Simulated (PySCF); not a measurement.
Atom-mapped SMILES (the numbers label the heavy atoms): `[CH2:1]=[C:2]([CH3:3])/[CH:4]=[CH:5]\[C:6]([CH3:7])([CH3:8])[CH3:9]`. Each H is labelled by its parent atom. Ha(C1) is cis to C3; Hb(C1) is trans to C3.

Theory: GIAO PBE0/pcSseg-1 shieldings, geometry from GFN2-xTB, in PySCF 2.14.0 with density-fitted response routines (single conformer, rapidly exchanging positions averaged, non-relativistic Hamiltonian, in vacuum).

**Question.** List the cross peaks expected in HSQC, COSY and HMBC spectra.

**Answer.** 

HSQC (one-bond C–H):
```
                      δH               δC
            6.14 (H(C4))       137.5 (C4)
            5.67 (H(C5))       148.7 (C5)
           5.32 (Ha(C1))       121.6 (C1)
           5.18 (Hb(C1))       121.6 (C1)
            1.96 (H(C3))        27.8 (C3)
1.20 (H(C7)/H(C8)/H(C9))  32.3 (C7/C8/C9)
```

COSY cross peaks (H two or three bonds apart, from the bond graph; peaks can be absent where the dihedral angle is near 90°):
```
           δH             δH
 6.14 (H(C4))   5.67 (H(C5))
5.32 (Ha(C1))  5.18 (Hb(C1))
```

HMBC (two and three bonds, from the bond graph):
```
                      δH                                                        δC
            6.14 (H(C4))  155.3 (C2), 148.7 (C5), 121.6 (C1), 36.9 (C6), 27.8 (C3)
            5.67 (H(C5))        155.3 (C2), 137.5 (C4), 36.9 (C6), 32.3 (C7/C8/C9)
           5.32 (Ha(C1))                         155.3 (C2), 137.5 (C4), 27.8 (C3)
           5.18 (Hb(C1))                         155.3 (C2), 137.5 (C4), 27.8 (C3)
            1.96 (H(C3))                        155.3 (C2), 137.5 (C4), 121.6 (C1)
1.20 (H(C7)/H(C8)/H(C9))                    148.7 (C5), 36.9 (C6), 32.3 (C7/C8/C9)
```

Referencing at the same level of theory: $^{1}$H, $^{13}$C against TMS.

Short H···H contacts in this conformer between protons four or more bonds apart (candidates for NOE cross peaks, intensity ∝ r⁻⁶): H(C5)···H(C7) 2.34 Å, Ha(C1)···H(C3) 2.40 Å, Hb(C1)···H(C9) 2.52 Å, H(C3)···H(C4) 2.64 Å, H(C3)···H(C8) 2.66 Å.

Shifts are as computed. Against solution values, carbons near 30 ppm lie about +3 ppm off and those near 130 ppm about +5 ppm. Of 1211 compounds with measured shifts, 218 miss one by over three times the rms of a fit or turn the order of signals round; such compounds aren't used in these exercises.
